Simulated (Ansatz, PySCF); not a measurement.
Species: sum formula BNH2F (charge 0, doublet). It need not be the lowest isomer of its formula. 
Structure (B3LYP-D3(BJ)/def2-TZVP (Ansatz, a first-principles code) minimum search):
```xyz
5

B      0.1684     0.1379    -0.4888
F      1.1270    -0.4449     0.2227
N     -1.1090     0.3499     0.0053
H     -1.8323     0.7908    -0.5344
H     -1.3894     0.0740     0.9376
```
Charge 0, spin multiplicity 2.

Dipole moments at this geometry, in debye (magnitudes).

```
level                 program  dipole (D)
--------------------  -------  ----------
r2SCAN/def2-TZVPD       PySCF        2.50
B97M-V/def2-TZVPD      Ansatz        2.44
B3LYP/def2-TZVPD       Ansatz        2.49
PBE0/def2-TZVPD        Ansatz        2.52
BHLYP/def2-TZVPD       Ansatz        2.51
r2SCAN0/def2-TZVPD     Ansatz        2.51
CAM-B3LYP/def2-TZVPD   Ansatz        2.52
wB97X-V/def2-TZVPD     Ansatz        2.52
CCSD(T)/aug-cc-pVDZ    Ansatz        2.51
```
